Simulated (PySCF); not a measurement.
CH5ClFNSi, SMILES N[Si@@](F)(C)Cl.

Coordinates come from a r2SCAN-D4/def2-SVP optimisation. The structure was generated by enumeration; whether it is a known compound was not checked. The values are those of a single conformer.

Computed with PySCF with SMD-B3LYP/def2-SVP.

Solvation free energies are E(SMD) − E(gas) at the gas-phase geometry, for 1 M in both phases. In vacuum the dipole moment is 2.69 D.

Problem. Rank water, 1-octanol, N,N-dimethylformamide by solvation free energy, most negative first.

Solution. N,N-dimethylformamide (-5.2 kcal/mol), 1-octanol (-5.0 kcal/mol), water (-2.4 kcal/mol)
